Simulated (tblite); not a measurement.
Write Cartesian coordinates for `CSC1=CP=CS1` as optimised with GFN2-xTB.

```
atom  x, y, z in Å
C1    -2.3436   -0.3704   -0.1874
S2    -1.4018    1.1693    0.0043
C3     0.2404    0.5690    0.1484
C4     1.3121    1.3888    0.3197
P5     2.9025    0.6429    0.4449
C6     2.2765   -0.9312    0.2741
S7     0.5838   -1.1278    0.0763
H8    -2.2079   -0.9944    0.6913
H9    -3.3845   -0.0787   -0.2826
H10   -2.0147   -0.8890   -1.0835
H11    1.1820    2.4571    0.3757
H12    2.8565   -1.8363    0.2810
```

Any rigid rotation of these coordinates is as good. Atoms count from 1 in this order. The C–P distances run from 1.703 Å (P5–C6, aromatic) to 1.761 Å (C4–P5, aromatic), a spread of 0.058 Å. The 4 C–S bonds span 1.716 Å (C6–S7, aromatic) to 1.815 Å (C1–S2, drawn single), a spread of 0.099 Å. The 5-membered ring C3–C4–P5–C6–S7 has internal angles of 93.0° to 118.7° (sum 540°, against 540° for a flat polygon); it is planar, 0.00 Å rms from its mean plane, widest ring torsion 0°. Of the pairs four or more bonds apart, S7···H10 is among the closest relative to their van der Waals radii: 2.86 Å, 95 % of the sum of Bondi's values.

Bonds between heavy atoms (Å): C1–S2 1.815, S2–C3 1.754, C3–C4 1.360, C4–P5 1.761, P5–C6 1.703, C6–S7 1.716, C3–S7 1.733.

Computed geometry: GFN2-xTB, gas phase.

Point group: Cs (tolerance 0.08 Å). Its GFN2-xTB frequencies are all real (lowest 38 cm⁻¹). The numbers are those of one conformer (C1–S2–C3–C4 180°).
